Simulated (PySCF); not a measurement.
CH₃ClF₂Si, SMILES [Si](F)(C)(F)Cl. Atoms are numbered in the order given.

```xyz
8

C     -1.5042    -1.2647     0.0000
Si     0.0712    -0.3222     0.0000
F      0.9645    -0.6866     1.2874
F      0.9645    -0.6866    -1.2874
Cl    -0.2255     1.6965     0.0000
H     -2.0985    -1.0187     0.8922
H     -2.0985    -1.0187    -0.8922
H     -1.3017    -2.3464     0.0000
```
Charge 0, spin multiplicity 1.

The structure is a stationary point at PBE0-D3(BJ)/def2-SVP.

The numbers are results of PBE0/def2-TZVP (PySCF), not measurements.

Symmetry labels are those of the subgroup Cs that the program uses (full group Cs).

Computed valence orbital energies around the gap with their symmetry:
```csv
orbital,symmetry,energy (eV)
HOMO−7,A",-12.66
HOMO−6,A",-12.35
HOMO−5,A',-12.31
HOMO−4,A',-11.86
HOMO−3,A",-11.84
HOMO−2,A',-10.41
HOMO−1,A",-9.83
HOMO,A',-9.68
LUMO,A',0.76
LUMO+1,A",1.29
LUMO+2,A',1.55
LUMO+3,A',1.73
```
